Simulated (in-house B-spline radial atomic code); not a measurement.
The numbers below are computed, except where a source is named.
# Correlation energy from the adiabatic connection: −Z exp(−kr)/r, Z = 6.02, k = 1.64

Two electrons in a singlet, external potential −Z exp(−kr)/r, Z = 6.02, k = 1.64 (atomic units). Full CI in B-splines (partial waves to l = 8, correlation up to 0.6 % small) with the density held fixed gives W(λ) = <V_ee>_λ − U, and E_c is the integral of W(λ) − W(0) from 0 to 1.

| λ | W(λ) − W(0) (hartree) |
| --- | --- |
| 0 | 0.00000 |
| 0.02 | -0.00190 |
| 0.05 | -0.00473 |
| 0.12 | -0.01130 |
| 0.25 | -0.02334 |
| 0.4 | -0.03696 |
| 0.6 | -0.05470 |
| 0.8 | -0.07198 |
| 1 | -0.08880 |

(1) Integrate the table by the trapezoid rule.

(2) Now use only three numbers: W(0) = -3.3179, the initial slope W'(0) = -0.095 (extrapolated from the first points) and the strong-coupling limit of the point-charge-plus-continuum model, W∞ = -4.7278. What do second-order theory and the interpolation W(λ) = W∞ + (W(0) − W∞)/√(1 + 2χλ) of Seidl, Perdew and Levy give?

## Answers

(1) The strips give -0.00002, -0.00010, -0.00056, -0.00225, -0.00452, -0.00917, -0.01267, -0.01608, which sum to -0.04537 hartree. The direct value, W(1) − W(0) + T_c with T_c = 0.04340, is -0.04540; the curve is convex, so chords lie above it and the trapezoids fall short in size by 0.07 %.

(2) Second order keeps the slope alone: E_c = W'(0)/2 = -0.04750, +5 % in size against -0.04540. Matching the slope fixes χ = W'(0)/(W∞ − W(0)) = -0.095/(-1.40990) = 0.06738. Integrating, with s = √(1 + 2χ) = 1.065252, E_c = −(W(0) − W∞)(s − 1)/(s + 1) = −1.40990 × 0.065252/2.065252 = -0.04455 hartree, -1.9 % in size against the full result. At λ = 1 the formula gives W − W(0) = -0.08636 against -0.08880. Part of the miss can come from the model's W∞.
